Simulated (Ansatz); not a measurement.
Ansatz (an electronic-structure program) input (B3LYP-D3(BJ)/def2-TZVP):

Ansatz 0.2 input:
```yaml
crystal:
  periodic: [false, false, false]
  atoms:
    - {symbol: Nb, position_ang: [0.23252279, -0.45315610, -0.05052349]}
    - {symbol: O, position_ang: [-0.17236106, -2.08554292, 0.02318882]}
    - {symbol: O, position_ang: [0.62505214, 1.33926811, 0.03073338]}
    - {symbol: O, position_ang: [-0.66761552, 1.18390638, 0.03953139]}
basis:
  gaussian:
    orbitals: def2-TZVP
hamiltonian:
  xc: b3lyp
  dispersion: d3bj
magnetization: {spin_polarized: true, initial_magnetization: 1}
relax: {f_tol: 0.002, max_steps: 150}
```

End of the output:

```
824 factors; their error is unknown
mean field: 0.57 GiB planned
mean field evaluation 160: about -7693.6189 eV, gradient 4.7e-4 eV
mean field -7693.64596310 eV, -282.7362742033 hartree, gradient 2.3e-5 eV, S^2 0.754064; 0 other end points of the search recorded, 0 dependent functions left out
the calculation of the forces begins
reference -7693.64621746 eV, -282.7362835508 hartree; 19, 18 occupied and 114, 115 virtual orbitals, 824 factors
relax step  11: F+E_penalty+E_count = -7693.77042624 eV  Δ(F+E_penalty+E_count) = -3.861e-5 eV  max|allowed force component| = 3.466e-2 eV/Å  Δτ_max = 0.0021 Å  (56 SCF iters, accepted)
these checks for a lower state are left out or cut short: starts, cluster_reference, orbital_swaps, neighbouring_geometries, increment
integrals: 0.05 GiB planned
824 factors; their error is unknown
mean field: 0.57 GiB planned
mean field -7693.64592341 eV, -282.7362727447 hartree, gradient 2.4e-5 eV, S^2 0.754036; 0 other end points of the search recorded, 0 dependent functions left out
the calculation of the forces begins
reference -7693.64617777 eV, -282.7362820922 hartree; 19, 18 occupied and 114, 115 virtual orbitals, 824 factors
relax step  12: F+E_penalty+E_count = -7693.77039672 eV  Δ(F+E_penalty+E_count) = +2.952e-5 eV  max|allowed force component| = 7.324e-2 eV/Å  Δτ_max = 0.0021 Å  (54 SCF iters, rejected (line search))
these checks for a lower state are left out or cut short: starts, cluster_reference, orbital_swaps, neighbouring_geometries, increment
integrals: 0.05 GiB planned
824 factors; their error is unknown
mean field: 0.57 GiB planned
mean field -7693.64599362 eV, -282.7362753250 hartree, gradient 1.2e-5 eV, S^2 0.754051; 0 other end points of the search recorded, 0 dependent functions left out
the calculation of the forces begins
reference -7693.64624798 eV, -282.7362846725 hartree; 19, 18 occupied and 114, 115 virtual orbitals, 824 factors
relax step  13: F+E_penalty+E_count = -7693.77045738 eV  Δ(F+E_penalty+E_count) = -3.115e-5 eV  max|allowed force component| = 2.676e-3 eV/Å  Δτ_max = 0.0010 Å  (43 SCF iters, accepted)
these checks for a lower state are left out or cut short: starts, cluster_reference, orbital_swaps, neighbouring_geometries, increment
integrals: 0.05 GiB planned
824 factors; their error is unknown
mean field: 0.57 GiB planned
mean field evaluation 192: about -7693.6460 eV, gradient 5.4e-5 eV
mean field -7693.64599872 eV, -282.7362755125 hartree, gradient 2.5e-5 eV, S^2 0.754050; 0 other end points of the search recorded, 0 dependent functions left out
the calculation of the forces begins
reference -7693.64625308 eV, -282.7362848599 hartree; 19, 18 occupied and 114, 115 virtual orbitals, 824 factors
relax step  14: F+E_penalty+E_count = -7693.77045811 eV  Δ(F+E_penalty+E_count) = -7.274e-7 eV  max|allowed force component| = 6.385e-5 eV/Å  Δτ_max = 0.0003 Å  (41 SCF iters, accepted)
integrals: 0.05 GiB planned
824 factors; their error is unknown
mean field: 0.57 GiB planned
mean field evaluation 224: about -7693.6460 eV, gradient 1.7e-4 eV
mean field -7693.64599872 eV, -282.7362755125 hartree, gradient 2.5e-5 eV, S^2 0.754050; 5 other end points of the search recorded, 0 dependent functions left out
the calculation of the forces begins
reference -7693.64625308 eV, -282.7362848599 hartree; 19, 18 occupied and 114, 115 virtual orbitals, 824 factors
Total energy: -7693.77071247 eV, -282.7408586580 hartree
Atom 0 at     0.085065    -0.454100    -0.574194 Å, force    -0.000064    -0.000010     0.000034 eV/Å
Atom 1 at    -0.047650    -1.920931     0.303929 Å, force     0.000037    -0.000016    -0.000018 eV/Å
Atom 2 at     0.717143     1.175815     0.259890 Å, force     0.000012     0.000005     0.000025 eV/Å
Atom 3 at    -0.736959     1.183691     0.053304 Å, force     0.000015     0.000020    -0.000041 eV/Å
Dipole moment:     0.150666    -0.249444    -1.069964 e Å
```

The spin state was set by rule; other spins were not relaxed.
